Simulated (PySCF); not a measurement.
Si(OH)4 (H4O4Si), SMILES O[Si](O)(O)O. Heavy atoms are numbered as in [OH:1][Si:2]([OH:3])([OH:4])[OH:5]. Hydrogens are named by the atom that carries them.

The structure is a stationary point at PBE-D3(BJ)/def2-SVP. The isomer is the one that the SMILES or the coordinates give; other isomers of the formula were not compared. One conformer was computed; it need not be the lowest.

All values below come from PySCF with PBE/pcSseg-1.

GIAO shieldings, no solvent; atoms alike by connectivity are averaged. δ = σ(ref) − σ: ¹⁷O against H2O (σ = 334.3 ppm); ²⁹Si against TMS (σ = 335.4 ppm); ¹H against TMS (σ = 31.49 ppm), references at their B3LYP-D3(BJ)/def2-TZVP geometries, non-relativistic.

| nucleus | atoms | count | δ (ppm) |
|---|---|---|---|
| ¹⁷O | O1 (OH) | 4 | 59.0 |
| ²⁹Si | Si2 | 1 | -55.7 |
| ¹H | H on O1 | 4 | 2.20 |
